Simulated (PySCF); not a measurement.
3-ethynylthiophene (C6H4S), SMILES c1cc(cs1)C#C.

The structure is a stationary point at PBE-D3(BJ)/def2-SVP.

Method: PySCF with PBE-D3(BJ)/def2-SVP.

Frequencies are harmonic and unscaled.

Computed vibrational spectrum:
```
mode  ν (cm⁻¹)  IR (km/mol)  moving atoms (share of kinetic energy)
----  --------  -----------  --------------------------------------
1          148          1.8                  C 75 %, H 13 %, S 12 %
2          153          1.0                          C 75 %, H 17 %
3          412          0.4                   C 81 %, S 10 %, H 9 %
4          468          1.2                          C 78 %, H 16 %
5          481          0.9                          C 63 %, S 33 %
6          513          2.2                           C 89 %, H 8 %
7          601         42.5                          H 75 %, C 25 %
8          638         10.3                          C 62 %, H 38 %
9          639          0.4                   C 57 %, S 33 %, H 9 %
10         657          4.8                          H 80 %, C 20 %
11         662         33.9                          H 77 %, C 23 %
12         765         64.2                          H 65 %, C 35 %
13         818          2.8                  C 67 %, S 20 %, H 13 %
14         864         18.0                  C 68 %, H 20 %, S 13 %
15         867          1.0                          H 74 %, C 26 %
16         923          8.6                          C 75 %, H 25 %
17        1049          4.8                           H 91 %, C 9 %
18        1129          3.0                          H 64 %, C 35 %
19        1192          0.9                          H 58 %, C 42 %
20        1361          6.9                          C 85 %, H 15 %
21        1425          2.2                                  C 94 %
22        1526          0.9                           C 92 %, H 8 %
23        2154         11.2                           C 92 %, H 8 %
24        3162          0.8                           H 92 %, C 8 %
25        3192          1.5                           H 91 %, C 9 %
26        3197          3.0                           H 91 %, C 9 %
27        3409        100.6                          H 86 %, C 14 %
```
